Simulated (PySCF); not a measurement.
**`InChI=1S/C5H7FO2S/c1-9(7)5-2-4(6)3-8-5/h2,4H,3H2,1H3/t4-,9-/m1/s1`**

Geometry:
```
atom   x (Å)   y (Å)   z (Å)
  C1  -2.528   0.431  -0.475
  S2  -1.887  -0.412   1.041
  O3  -2.149  -1.837   0.871
  C4  -0.156  -0.184   0.527
  C5   0.745  -1.110   0.210
  C6   2.027  -0.413  -0.140
  F7   2.346  -0.572  -1.481
  C8   1.679   1.057   0.154
  O9   0.298   1.095   0.517
 H10  -2.143   1.443  -0.479
 H11  -2.206  -0.119  -1.352
 H12  -3.612   0.437  -0.416
 H13   0.586  -2.166   0.150
 H14   2.903  -0.779   0.407
 H15   1.827   1.675  -0.735
 H16   2.262   1.463   0.984
```

Theory: TDDFT LC-wPBE/def2-SVPD circular dichroism and optical rotation, one conformer, gas phase in PySCF 2.14.0. Geometry: GFN2-xTB.

The molecule is flexible and this is one conformer; a measurement averages over conformers.

Stereocentres: S2 R, C6 R.

Q: Give the optical rotatory dispersion at 633, 589.3, 546, 436, 405, 365, 355 nm.

A: [α] in deg dm⁻¹ (g/mL)⁻¹:
```csv
λ (nm),origin-invariant length gauge,modified velocity gauge,length gauge (centre of mass),isotropic polarisability (au)
633,-110.6,-98.1,-113.4,86.8
589.3,-131.4,-116.8,-134.8,87.2
546,-159.0,-141.5,-163.1,87.7
436,-291.9,-261.9,-299.6,89.6
405,-364.1,-327.6,-373.7,90.5
365,-510.6,-462.0,-524.3,92.1
355,-562.6,-510.0,-577.8,92.7
```

Q: And for the mirror image at 589.3 nm?

A: +131.4 deg dm⁻¹ (g/mL)⁻¹ (origin-invariant length gauge): the same size and the opposite sign.

Q: What is the molar rotation [Φ] = [α]·M/100 of the geometry above at 589.3 nm?

A: With M = 150.17 g/mol, -197.4 deg cm² dmol⁻¹ (origin-invariant length gauge).

The first excitation lies at 5.91 eV (210 nm) with R = -35.8 × 10⁻⁴⁰ esu² cm² (velocity form).
